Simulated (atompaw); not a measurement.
## Logarithmic derivatives: Nb (Z = 41), PAW (atompaw)

| Quantity | Value |
| --- | --- |
| Element | niobium (Nb) |
| Generator | atompaw 4.2.0.5 |
| Type | PAW |
| Functional | PBE |
| Relativity | scalar-relativistic |
| Frozen core | [Ar] 3d10 4s2 |
| Valence charge | 11 |
| Reference configuration | 4p6 4d4 5s1 5p0 |
| Partial waves | 5s (bound): rc 3.00 bohr; 5s channel at 2.65 Ry: rc 3.00 bohr; 4p (bound): rc 2.35 bohr; 5p (bound, empty): rc 3.00 bohr; 4d (bound): rc 3.00 bohr; 4d channel at 0.35 Ry: rc 2.35 bohr |
| Local potential | troulliermartins scheme with l = 3 at -0.5 Ry, radius 2.95 bohr |
| Core correction | smooth core density matched at 2.40 bohr |
| Augmentation charge | sinc compensation charge, radius 2.80 bohr; PAW radius 3.00 bohr; waves and projectors: custom polynom2 7 10 vanderbiltortho |

The phase is arctan(r·u′/u) with u = r·R(r), unwrapped; energies in Ry, scanned from -5 to 5 Ry. A pole is an energy at which the radial function vanishes at the test radius. The pseudo phase is shifted by a multiple of π to meet the all-electron one at the reference energy, and phase errors are pseudo minus all-electron; the curves can meet again beyond the range given. Levels narrower than the energy grid can be missing from the lists of poles.

| channel | radius (bohr) | reference energy (Ry) | poles, all-electron | poles, pseudo | unbroken range about the reference energy with phases within 0.05 rad | phase error 1 Ry above the reference energy (rad) |
| --- | --- | --- | --- | --- | --- | --- |
| s | 3.02 | -0.29 | -4.30, 1.54 | 1.49, 1.86 | -4.2 to 1.8 | -0.004 |
| p | 3.02 | -0.08 | -2.49, 2.53 | -2.49, 1.12, 4.98 | below 0.3 | -0.251 |
| d | 3.02 | -0.22 | 0.12, 4.41 | 0.12, 1.62 | below 1.0 | -0.011 |

Phases in the s channel:

```
E (Ry)  all-electron   pseudo
 -5.00         1.406   -1.732
 -4.76         1.398   -1.736
 -4.52         1.384   -1.741
 -4.28        -1.577   -1.747
 -4.04        -1.737   -1.753
 -3.80        -1.751   -1.760
 -3.56        -1.762   -1.768
 -3.32        -1.772   -1.777
 -3.08        -1.783   -1.787
 -2.84        -1.795   -1.799
 -2.60        -1.809   -1.813
 -2.36        -1.826   -1.830
 -2.12        -1.847   -1.850
 -1.88        -1.873   -1.876
 -1.64        -1.906   -1.909
 -1.40        -1.952   -1.955
 -1.16        -2.018   -2.021
 -0.92        -2.122   -2.125
 -0.68        -2.307   -2.308
 -0.44        -2.677   -2.678
 -0.20        -3.357   -3.358
  0.04        -3.979   -3.981
  0.28        -4.296   -4.300
  0.52        -4.459   -4.463
  0.76        -4.555   -4.559
  1.00        -4.619   -4.624
  1.24        -4.666   -4.672
  1.48        -4.703   -4.710
  1.72        -4.735   -4.749
  1.96        -4.763   -7.895
  2.20        -4.790   -7.930
  2.44        -4.816   -7.958
  2.68        -4.845   -7.986
  2.92        -4.877   -8.018
  3.16        -4.915   -8.055
  3.40        -4.964   -8.102
  3.64        -5.031   -8.167
  3.88        -5.133   -8.263
  4.12        -5.310   -8.427
  4.36        -5.660   -8.749
  4.60        -6.324   -9.390
  4.84        -6.973  -10.081
```
